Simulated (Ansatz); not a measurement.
input.yaml

```yaml
crystal:
  periodic: [false, false, false]
  atoms:
    - { symbol: B, position_ang: [-1.858, -0.162, -0.4991] }
    - { symbol: C, position_ang: [-0.419, 0.1179, -0.1241] }
    - { symbol: C, position_ang: [0.5845, -0.7142, 0.2035] }
    - { symbol: C, position_ang: [1.4941, 0.4618, 0.3476] }
    - { symbol: O, position_ang: [0.3983, 1.2892, -0.0053] }
    - { symbol: H, position_ang: [-2.6032, 0.8176, -0.7676] }
    - { symbol: H, position_ang: [-2.3134, -1.2129, -0.5456] }
    - { symbol: H, position_ang: [0.7938, -1.7653, 0.325] }
    - { symbol: H, position_ang: [0.75116, 2.18535, -0.23445] }
    - { symbol: H, position_ang: [1.7584, 0.6153, 1.4228] }
magnetization:
  spin_polarized: true
basis:
  gaussian: { orbitals: cc-pVDZ }
hamiltonian:
  xc: b3lyp
  dispersion: d4
relax:
  f_tol: 0.02
  max_steps: 50
```

Run as:

```bash
$ ansatz run input.yaml --threads 2 --pin off --max-ram 3072MiB --backend cpu --events-out ev --progress --plain --runs-dir out
```

Hardware: 2 threads of Arm Neoverse V2 (shared host).

Question: Roughly how long does this run take, and how much memory?

Answer: 71 s, with a peak of 0.24 GiB, for 24 ionic steps.
